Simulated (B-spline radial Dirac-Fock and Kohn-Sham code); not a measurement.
Z = 40 (zirconium), transition energy 21.1 keV. Model: a Dirac-Hartree-Slater potential of the neutral atom with a Latter tail (no hole, which puts coefficients of high multipoles low close above an edge), finite nucleus with surface currents. Program: a B-spline atomic structure program. Subshells that would emit electrons below 1 keV are left out.

Q: A pure transition shows α(K) = 69.8, L1/L2 = 0.101 and L1/L3 = 0.0617. What is its multipolarity?
A. M2
B. E1
C. E3
D. E2
E. E4
F. M1
G. M3
H. M4

A: D. For comparison, α(K), L1/L2, L1/L3 are E1 7.86, 3.81, 2.23; E3 302, 0.00186, 0.00117; E4 1100, 0.00387, 0.00246; M1 16.2, 13.3, 41.3; M2 646, 10.7, 2.72; M3 6480, 7.69, 0.455; M4 37000, 5.81, 0.187.

Values without a named source are computed, but for edge energies of neutral atoms, which are taken from tables.
